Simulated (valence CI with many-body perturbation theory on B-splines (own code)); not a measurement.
# I XXIII: what the settings do

Computed by relativistic CI+MBPT: three valence electrons over a frozen Dirac-Fock core [Ar] 3d10, radial functions for each j: 6 s, 6 p, 5 d, 3 f, 1 g, with the one-electron correlation potential Σ1, the two-electron term Σ2, the three-electron term Σ3, Breit, model QED; selected CI, second order for the rest, scaled by the run's own slope (own B-spline code, finite nucleus).

No measured spectrum was set against this ion. As an estimate, levels hold to about 250 cm⁻¹ or 0.2 % of their energy and the worst to 1 %, as in measured heavy ions of charge 2 to 7; those with d or f electrons hold less well.

The reference run has the lowest level (4s^2 4p1/2) J=1/2 and an ionisation energy of 684.909 eV. Its largest variational space holds 3024 state functions.

Levels are named by their leading jj configuration (3d3/2^4 stands for four electrons in 3d with j = 3/2), which in mixed levels can hold well under half, so a name can repeat and another be missing. Letters in brackets count levels of one name in rising energy.

Changed runs:
A. natural orbitals for correlation on → off
B. selection threshold (hartree) 2e-08 → 2e-07
C. hole-hole ladder in Σ2 on → off
D. factor on the speed of light 1 → 1.1 (bad on purpose)

Excitation energies of the reference run in cm⁻¹, and shifts in cm⁻¹:

```csv
Level,Reference,A,B,C,D
(4s^2 4p3/2) J=3/2,125055,+1.6,0,-4.9,-23393
(4s 4p1/2^2) J=1/2,380966,-282,0,-43,-9382
(4s 4p1/2 4p3/2) J=3/2 [a],462294,-497,0,-75,-28496
(4s 4p1/2 4p3/2) J=5/2,495336,-287,0,-50,-30643
(4s 4p1/2 4p3/2) J=3/2 [b],551759,+138,0,+1.6,-30021
(4s 4p1/2 4p3/2) J=1/2,583725,+452,+0.1,+49,-25857
(4s 4p3/2^2) J=5/2,615918,-147,0,-36,-48389
(4s 4p3/2^2) J=1/2,708763,+719,+0.2,+73,-49513
(4s 4p3/2^2) J=3/2,716439,+416,-0.1,+42,-48266
(4s^2 4d3/2) J=3/2,837118,+620,+0.1,+25,-26731
(4s^2 4d5/2) J=5/2,859287,+595,+0.1,+21,-30263
(4p1/2^2 4p3/2) J=3/2,959528,-11,0,+5.3,-33993
Ionisation energy (eV),684.909,-0.056,0,-0.012,-3.326
```
